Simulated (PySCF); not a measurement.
# Ag+: excitation energy

Ag+ [Kr] 4d10 (1S) → Ag+ [Kr] 4d9 5p1 (high-spin determinant), as a difference of total energies. All numbers are calculated (PySCF 2.14, scalar relativity through the core potential, in aug-cc-pwCVTZ-PP with ECP28MDF). Correlated levels: valence: 4s2 4p6 frozen; valence and next inner shell: nothing frozen outside the core potential. The calculations carry no spin-orbit coupling.

```json
{"method": "UHF", "excitation energy (eV)": "9.128"}
{"method": "LDA", "excitation energy (eV)": "10.139"}
{"method": "PBE", "excitation energy (eV)": "9.863"}
{"method": "PBE0", "excitation energy (eV)": "9.903"}
{"method": "r2SCAN", "excitation energy (eV)": "9.776"}
{"method": "M06-L", "excitation energy (eV)": "10.451"}
{"method": "TPSSh", "excitation energy (eV)": "9.792"}
{"method": "BP86", "excitation energy (eV)": "9.864"}
{"method": "MP2 (valence)", "excitation energy (eV)": "10.616"}
{"method": "SCS-MP2 (valence)", "excitation energy (eV)": "10.555"}
{"method": "MP2 (valence and next inner shell)", "excitation energy (eV)": "10.503"}
{"method": "SCS-MP2 (valence and next inner shell)", "excitation energy (eV)": "10.393"}
```

How much does correlation contribute at MP2 (valence and next inner shell)?

10.503 − (9.128) = 1.375 eV, measured against UHF.

The determinant of the upper state mixes LS terms, which raises its energy above the lowest term, most at the Hartree-Fock and MP2 levels.
